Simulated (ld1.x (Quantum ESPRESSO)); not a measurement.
**neon, TM: configuration errors across variants**

- Element: neon
- Generator: ld1.x (Quantum ESPRESSO) 7.5
- Type: norm-conserving Troullier–Martins (Kleinman–Bylander form)
- Functional: PBEsol
- Relativity: scalar-relativistic
- Frozen core: [He]
- Valence charge: 8
- Reference configuration: 2s2 2p5 (charge +1)
- Partial waves: 2s (bound): rc 0.60 bohr; 2p (bound): rc 1.60 bohr; 3d channel at 0.05 Ry: rc 1.70 bohr
- Local potential: all-electron potential smoothed inside 0.85 bohr (lloc = -2)
- Core correction: Bessel-smoothed model core inside 0.40 bohr

All-electron excitation energies from the reference (eV): (1) 2s2 2p6 -22.399; (2) 2s2 2p4 43.161; (3) 2s2 2p3 110.446; (4) 2s2 2p5.5 -13.566; (5) 2s2 2p2 204.885; (6) 2s1 2p6 23.271.

A true bound ghost makes a file unfit for plane-wave use even where its test errors are small: the radial tests pick states by their node count and pass the ghost by.

Errors AE − PS in meV (a dash: test not solved or not reliable):

| change | (1) | (2) | (3) | (4) | (5) | (6) | bound ghosts |
| --- | --- | --- | --- | --- | --- | --- | --- |
| base | +50 | +181 | +1147 | +19 | +3725 | +19 | none |
| all radii but the core radius scaled by about 0.79 (s 0.48, p 1.26, d 1.34 bohr); local potential all-electron potential smoothed inside 0.68 bohr (lloc = -2) | +14 | +58 | +411 | +6.0 | +1456 | +35 | none |
| all radii but the core radius scaled by about 0.86 (s 0.52, p 1.38, d 1.46 bohr); local potential all-electron potential smoothed inside 0.72 bohr (lloc = -2) | +23 | +93 | +631 | +9.5 | +2160 | +33 | none |
| all radii but the core radius scaled by about 0.96 (s 0.58, p 1.54, d 1.64 bohr); local potential all-electron potential smoothed inside 0.82 bohr (lloc = -2) | +39 | +146 | +946 | +15 | +3126 | +26 | none |
| all radii but the core radius scaled by about 1.09 (s 0.66, p 1.74, d 1.86 bohr); local potential all-electron potential smoothed inside 0.92 bohr (lloc = -2) | +72 | +243 | +1490 | +27 | +4719 | +2.7 | s |
| all radii but the core radius scaled by about 1.16 (s 0.70, p 1.86, d 1.98 bohr); local potential all-electron potential smoothed inside 1.00 bohr (lloc = -2) | +119 | +360 | +2119 | +42 | +6512 | -23 | none |
| all radii but the core radius scaled by about 1.27 (s 0.76, p 2.04, d 2.16 bohr); local potential all-electron potential smoothed inside 1.08 bohr (lloc = -2) | +181 | +500 | +2831 | +63 | +8432 | -78 | none |

Q: Give the same row for: all radii but the core radius scaled by about 1.37 (s 0.82, p 2.20, d 2.34 bohr); local potential all-electron potential smoothed inside 1.18 bohr (lloc = -2).

A: +250, +640, +3522, +84, +10255, -139; bound ghosts: none.
